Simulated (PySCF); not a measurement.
**Core binding energy against partial charge**

Species: ortho-tolunitrile, C8H7N.
Cartesian coordinates in Å at the PBE0-D3(BJ)/def2-SVP level; atoms count from 1:
```xyz
16
C8H7N angstrom
C      2.1899    1.0512   -0.0693
C      0.7503    0.6492   -0.1676
C     -0.2745    1.5962   -0.2174
C     -1.6125    1.2163   -0.3073
C     -1.9606   -0.1327   -0.3494
C     -0.9630   -1.0987   -0.3023
C      0.3819   -0.7129   -0.2125
C      1.4001   -1.7184   -0.1672
N      2.2322   -2.5255   -0.1312
H      2.2966    2.1437   -0.0478
H      2.6555    0.6396    0.8399
H      2.7701    0.6628   -0.9209
H     -0.0140    2.6570   -0.1849
H     -2.3903    1.9825   -0.3449
H     -3.0081   -0.4324   -0.4196
H     -1.2116   -2.1611   -0.3345
```

Binding energies: delta-SCF UKS SCAN, pcX-2 on the ionised atom, pcseg-1 elsewhere, spin-free X2C in PySCF 2.14.0. Charges: PBE0/pcSseg-1 ground-state density, for the ionised atom.

```tsv
atom	environment	C 1s (eV)	Mulliken (e)	IAO (e)	Hirshfeld (e)	ESP (e)
C3	aromatic CH carbon	290.64	-0.063	-0.154	-0.047	-0.299
C5	aromatic CH carbon	290.66	-0.079	-0.152	-0.045	-0.188
C4	aromatic CH carbon	290.70	-0.047	-0.130	-0.034	-0.085
C6	aromatic CH carbon	290.81	+0.024	-0.124	-0.031	-0.088
C2	substituted aromatic carbon	291.00	-0.239	+0.041	+0.025	+0.375
C1	benzylic-type carbon	291.10	-0.108	-0.424	-0.112	-0.618
C7	substituted aromatic carbon	291.48	-0.173	-0.060	+0.002	-0.237
C8	nitrile carbon	291.90	+0.099	+0.132	+0.077	+0.422
```

Task: Give the correlation coefficient and slope of binding energy on charge for each scheme.

Result: Hirshfeld: r = 0.64, slope 5.1 eV per e; IAO: r = 0.48, slope 1.3 eV per e; ESP: r = 0.41, slope 0.5 eV per e; Mulliken: r = 0.23, slope 1.0 eV per e. Hirshfeld charges have the highest r, on only 8 points.

Task: The point-charge model writes a binding energy as kq + V + constant, with V the potential of the other atoms' charges at the site. What does it give with the ESP charges?

Result: V = Σ 14.40 eV Å × q/r over all other atoms: +3.83 eV at C3, +1.60 eV at C5, -0.05 eV at C4, +0.27 eV at C6, -6.18 eV at C2, +8.92 eV at C1, +3.34 eV at C7, -6.94 eV at C8. Fitting binding energy − V to q gives k = 15.7 eV per e and leaves an rms residual of 0.29 eV, against 0.38 eV for the fit on q alone. The model has no term for differences in relaxation between sites.

The unrestricted hole states depart most from a pure doublet (⟨S²⟩ = 0.75; over 0.85 named) for C 1s of C2 (0.86) and C 1s of C8 (0.86), which makes these values less certain. Isolated species at its PBE0-D3(BJ)/def2-SVP geometry, gas phase.
